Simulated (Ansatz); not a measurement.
Basis-set extrapolation for CH8AlNOSi, SMILES `NCO[SiH2][AlH2]` (PBE0-D4/def2-TZVP geometry, frozen core, Ansatz 0.2.0). Multiplicity 1, RHF reference.

```
                      def2-TZVPP   def2-QZVPP
                 HF  -702.789003  -702.813603
    MP2 correlation    -0.825311    -0.886183
CCSD(T) correlation    -0.911958      not run
```

Energies in hartree. Use E(X) = E(∞) + A·exp(−7.88·√X) for Hartree–Fock and E(X) = E(∞) + B·X^(−2.97) for correlation, with X = 3 and 4, and add CCSD(T) minus MP2 of the smaller set to the MP2 limit.

Q: What is the CCSD(T) energy at the basis-set limit?

A: HF limit: -702.813603 + (-0.024600) × 0.13774 = -702.81699. MP2 limit: -0.886183 + (-0.060872) × 0.74074 = -0.93127. Higher-order term: -0.911958 − (-0.825311) = -0.08665. Total: -703.83491 hartree, 3.64 eV below CCSD(T)/def2-TZVPP.
